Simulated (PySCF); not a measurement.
Geometry:
```json
{"atom": "C1", "x (Å)": "-2.494", "y (Å)": "0.177", "z (Å)": "-0.167"}
{"atom": "C2", "x (Å)": "-1.070", "y (Å)": "0.304", "z (Å)": "0.350"}
{"atom": "C3", "x (Å)": "-0.175", "y (Å)": "-0.881", "z (Å)": "0.001"}
{"atom": "B4", "x (Å)": "1.289", "y (Å)": "-0.899", "z (Å)": "0.649"}
{"atom": "P5", "x (Å)": "2.300", "y (Å)": "0.757", "z (Å)": "0.191"}
{"atom": "Cl6", "x (Å)": "1.328", "y (Å)": "-0.777", "z (Å)": "2.516"}
{"atom": "H7", "x (Å)": "-2.515", "y (Å)": "0.075", "z (Å)": "-1.265"}
{"atom": "H8", "x (Å)": "-3.109", "y (Å)": "1.051", "z (Å)": "0.099"}
{"atom": "H9", "x (Å)": "-2.986", "y (Å)": "-0.716", "z (Å)": "0.252"}
{"atom": "H10", "x (Å)": "-0.627", "y (Å)": "1.237", "z (Å)": "-0.052"}
{"atom": "H11", "x (Å)": "-1.082", "y (Å)": "0.432", "z (Å)": "1.446"}
{"atom": "H12", "x (Å)": "-0.100", "y (Å)": "-0.985", "z (Å)": "-1.098"}
{"atom": "H13", "x (Å)": "-0.663", "y (Å)": "-1.814", "z (Å)": "0.343"}
{"atom": "H14", "x (Å)": "2.048", "y (Å)": "-1.764", "z (Å)": "0.241"}
{"atom": "H15", "x (Å)": "3.626", "y (Å)": "0.759", "z (Å)": "0.681"}
{"atom": "H16", "x (Å)": "2.516", "y (Å)": "1.110", "z (Å)": "-1.167"}
{"atom": "H17", "x (Å)": "1.824", "y (Å)": "1.982", "z (Å)": "0.716"}
```

Geometry: PBE0-D3(BJ)/def2-SVP; GIAO absolute shieldings from PySCF 2.14, gas phase, non-relativistic, averaged over equivalent atoms.

At PBE/pcSseg-1 (171 basis functions, 23 s wall time on 1 thread of an x86-64 server CPU, shared host):
```
      atoms  σ (ppm)
         C3    153.2
         C2    154.6
         C1    159.8
         B4    109.2
         P5    463.0
        Cl6    952.2
H15/H16/H17    27.13
        H14    27.32
        H11    29.19
   H7/H8/H9    30.16
        H13    30.22
        H12    30.60
        H10    30.61
```

Predict the values at PBE0/pcSseg-1 on the same geometry.

## Answers


```csv
atoms,σ at PBE0/pcSseg-1,change
C3,160.0,+6.8
C2,160.9,+6.3
C1,164.8,+5.0
B4,114.5,+5.3
P5,473.2,+10.2
Cl6,986.4,+34.2
H15/H16/H17,27.25,+0.12
H14,27.59,+0.27
H11,29.39,+0.20
H7/H8/H9,30.25,+0.09
H13,30.37,+0.15
H12,30.82,+0.22
H10,30.83,+0.22
```

The largest change is at Cl6 (chlorine bonded to B). Cost: 171 basis functions, 21 s wall time on 1 thread of an x86-64 server CPU, shared host. The order of the carbon signals is the same at both levels.

A carbon bonded to boron is broadened by the quadrupolar boron nucleus and is often missing from a measured spectrum.
